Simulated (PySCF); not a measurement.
Compound: C6H5N2O (doublet state).
Structure used (GFN2-xTB), in Å, numbered top down from 1:
```xyz
14
C6H5N2O angstrom
N      1.053    3.240   -0.658
C      0.979    2.128   -0.391
C      0.876    0.764   -0.067
C      1.916   -0.065    0.280
O      1.525   -1.317    0.533
C      0.113   -1.387    0.354
C     -0.315   -0.004   -0.044
C     -1.633    0.420   -0.329
N     -2.708   -0.275   -0.307
H      2.964    0.149    0.374
H     -0.342   -1.724    1.296
H     -0.103   -2.143   -0.413
H     -1.749    1.466   -0.598
H     -2.576   -1.253   -0.052
```

The hyperfine couplings belong to this conformer and change with its torsions.

The species is `[H]/N=C\[C]1COC=C1C#N` [radical].

The calculation used UKS B3LYP, pcH-1 on C H N O, non-relativistic, mean-field spin-orbit, GIAO (PySCF 2.14.0). Geometry: GFN2-xTB, one conformer, isolated molecule. Couplings are sensitive to structure, and on GFN2-xTB geometries they can be far from those on DFT ones. Stability of the SCF solution: not tested. ⟨S²⟩ is 0.779 where a pure state has 0.75.

Task: The isotropic 14N couplings are +11.4, -0.7 MHz. Assign them to N1; N9.

Result: 
| site | a_iso (MHz) | ρ(0) (bohr⁻³) | position | distance from C7 (Å) | spin population | largest \|T\| (MHz) |
| --- | --- | --- | --- | --- | --- | --- |
| N1 | -0.7 | -0.0023 | 3 bonds from C4 | 3.57 | -0.03 | 2.3 |
| N9 | +11.4 | +0.0354 | a main spin site | 2.42 | +0.34 | 30.6 |

Task: The isotropic 1H couplings, averaged over equivalent nuclei, are +95.8, -26.5, -21.8, +4.7 MHz. Assign them to H10; H11/H12; H13; H14.

Result: 
| site | a_iso (MHz) | ρ(0) (bohr⁻³) | position | distance from C7 (Å) | bound to | spin population there | largest \|T\| (MHz) |
| --- | --- | --- | --- | --- | --- | --- | --- |
| H10 | -26.5 | -0.0059 | 1 bond from C4 | 3.31 | C4 | +0.34 | 15.8 |
| H11/H12 | +95.8 | +0.0214 | 2 bonds from C7 | 2.18 | C6 | -0.06 | 3.8 |
| H13 | +4.7 | +0.0010 | 2 bonds from N9, on C8 of spin population -0.15 | 2.13 | C8 | -0.15 | 4.7 |
| H14 | -21.8 | -0.0049 | 1 bond from N9 | 2.58 | N9 | +0.34 | 19.4 |

ρ(0) is the spin density at the nucleus and T the dipolar tensor; entries for several nuclei are means. The largest Mulliken spin populations are on C7 (+0.53), N9 (+0.34), C4 (+0.34) and C8 (-0.15). Three atoms exceed +0.15. The angles at C7 add up to 360.0°, so it is planar. Main spin sites, with 60 % or more of the largest population: C4, C7, N9; positions count bonds from the nearest.

Examples of negative spin density at the nucleus (bohr⁻³): C3 (-0.0288), C8 (-0.0284) and C6 (-0.0236).

Class means assume fast exchange of nuclei equivalent by connectivity; if that motion is slow, each nucleus keeps its own coupling.

The SMILES `[H]/N=C\[C]1COC=C1C#N` draws the unpaired electron on C7, whose computed spin population is only +0.53.

Time: 81 s of wall time (grids of density and orbitals included); peak memory 1.1 GiB. Hardware: one thread of an Arm Neoverse V1 (shared host).
